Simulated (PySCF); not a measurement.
F3GeHO. Atoms are numbered in the order given.

```xyz
6

O      0.1849     1.7296     0.0000
Ge     0.0095     0.0090     0.0000
F     -0.8431    -0.5633    -1.3662
F      1.5607    -0.6882     0.0000
F     -0.8431    -0.5633     1.3662
H     -0.6537     2.2072     0.0000
```

Geometry: PBE0-D3(BJ)/def2-SVP. The values are those of a single conformer.

Calculation: PySCF 2.14.0 with TDDFT-PBE/def2-SVPD.

Vertical excitations. Isolated molecule, no solvent. State labels are in the subgroup Cs.

```
state  symmetry  energy (eV)  λ (nm)      f         main pairs
-----  --------  -----------  ------  -----  -----------------
S1           A"         6.48     191  0.018     HOMO→LUMO 99 %
S2           A'         7.52     165  0.061   HOMO−1→LUMO 90 %
S3           A"         7.58     164  0.000  HOMO−2→LUMO 100 %
S4           A"         7.90     157  0.025   HOMO−3→LUMO 94 %
S5           A'         7.95     156  0.058   HOMO−4→LUMO 88 %
S6           A'         8.24     151  0.032   HOMO−6→LUMO 94 %
S7           A"         8.25     150  0.040   HOMO−5→LUMO 93 %
S8           A'         8.63     144  0.043   HOMO−7→LUMO 97 %
S9           A"         8.72     142  0.018   HOMO→LUMO+1 99 %
S10          A"         9.50     131  0.004   HOMO→LUMO+2 99 %
T1           A"         6.06     205      0    HOMO→LUMO 100 %
T2           A'         6.86     181      0   HOMO−1→LUMO 99 %
T3           A"         7.29     170      0  HOMO−2→LUMO 100 %
T4           A"         7.52     165      0   HOMO−3→LUMO 99 %
```
Triplets are in the Tamm–Dancoff approximation, which puts them higher than full response would, so one can lie above its singlet here.
